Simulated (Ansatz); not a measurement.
Compare A (`C[BH][Ga]([CH3])[F]`) with its isomer B (`[BH2][GaH][CH2]CF`).

Computed with Ansatz on PBE0-D4/def2-TZVP structures; ΔE is electronic, products minus reactants. CCSD(T)/CBS adds triple-zeta CCSD(T) − MP2 to the extrapolated MP2 energy (def2 sets, frozen cores). DFT in def2-TZVPP. B3LYP here is the variant with VWN-RPA as its local correlation; programs differ in this. For Ga outer-core shells are correlated without core-valence functions, which leaves a few kJ/mol of doubt a bond. Scalar relativity is left out up to krypton. One conformer a species, not always the lowest.

Which is lower in electronic energy at CCSD(T)/CBS, and by how much? (Best estimate.)

Ansatz gave: A, by 56.4 kcal/mol.

Give E(B) − E(A) in kcal/mol with MP2/def2-TZVPP, HF/def2-TZVPP, ωB97M-V, r2SCAN-D4, PBE-D4, B3LYP, B3LYP-D4. (Estimate.)

Computed: MP2/def2-TZVPP 58.0, HF/def2-TZVPP 55.3, ωB97M-V 55.1, r2SCAN-D4 56.5, PBE-D4 55.7, B3LYP 57.2, B3LYP-D4 56.3. None reverses the order clearly.

Largest T1 diagnostic: 0.013.

The D4 term adds −0.9 kcal/mol with B3LYP and −0.5 kcal/mol with PBE0; it sums over pairs of atoms, weighted by their polarisabilities, and B3LYP, whose exchange is more repulsive, gets the larger term.
